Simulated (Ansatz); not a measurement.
Cost and result for the atomization energy of FH₇N₂Si₂ (`N[SiH2][SiH](N)F`) (12 atoms, 11 bonds).

Cartesian coordinates in Å:
```
N 1.8636 0.3800 -0.2401
Si 0.3491 1.0842 -0.7081
Si -1.2761 -0.4958 -0.1177
N -0.8715 -0.9847 1.4576
F -1.2190 -1.6915 -1.2033
H 2.1423 -0.4847 -0.6788
H 2.6640 0.9852 -0.1367
H 0.2371 1.4794 -2.1464
H 0.1881 2.3257 0.0969
H -2.6942 -0.0556 -0.1242
H 0.0913 -1.0108 1.7519
H -1.4747 -1.5314 2.0488
```

Charge 0, multiplicity 1. All single points use the PBE0-D4/def2-TZVP geometry. It is one conformer, not always the lowest. Program: Ansatz. All runs use 4 threads of an Arm Neoverse V2 on a shared host. Times are those of one run each, without the atoms' runs, and a repeat can differ threefold. Electronic energies, without spin–orbit coupling; frozen cores. CCSD(T)/CBS adds CCSD(T) − MP2 in def2-TZVPP to the MP2 limit, and its time is that of the two runs behind it. T1 = 0.011. B3LYP takes the VWN-RPA correlation (the form of Gaussian; ORCA's B3LYP/G).

CCSD(T)/CBS is a level of theory with its own doubt, some kJ/mol a heavy atom from the limit and from the frozen cores, so smaller differences don't rank the functionals.

```tsv
level	functions	wall time	atomization (kJ/mol)	difference from CCSD(T)/CBS	per bond
PBE-D4/def2-TZVPP (with forces)	275	2.3 s	4144.1	18.1	1.6
PBE0-D4/def2-TZVPP	275	3 s	4073.6	-52.4	-4.8
B3LYP-D4/def2-TZVPP (with forces)	275	4.6 s	4123.2	-2.8	-0.3
r2SCAN-D4/def2-TZVPP (with forces)	275	4.6 s	4091.5	-34.5	-3.1
B2PLYP/def2-TZVPP	275	5.5 s	4066.2	-59.8	-5.4
ωB97X-V/def2-TZVPP	275	7 s	4146.7	20.7	1.9
ωB97M-V/def2-TZVPP (with forces)	275	10 s	4129.2	3.2	0.3
MP2/def2-QZVPP	521	20 s	4112.4	-13.6	-1.2
CCSD(T)/def2-TZVPP	275	2.9 min	3986.8	-139.2	-12.7
CCSD(T)/CBS(def2)	–	3.2 min	4126.0	0.0	0.0
```

In def2-TZVPP, CCSD(T) changes the Hartree–Fock value by +1073.8 kJ/mol (the triples alone add +53.7 kJ/mol) and MP2 by +1115.2 kJ/mol; breaking electron pairs costs correlation energy, which Hartree–Fock lacks. The D4 term adds +41.6 kJ/mol with B3LYP and +22.0 kJ/mol with PBE0; it sums over pairs of atoms, weighted by their polarisabilities, and B3LYP, whose exchange is more repulsive, gets the larger term. From PBE to PBE0 (25 % exact exchange), in def2-TZVPP and without D4, the atomization energy moves by −66.7 kJ/mol: exact exchange takes away binding that semilocal exchange gives to molecules.
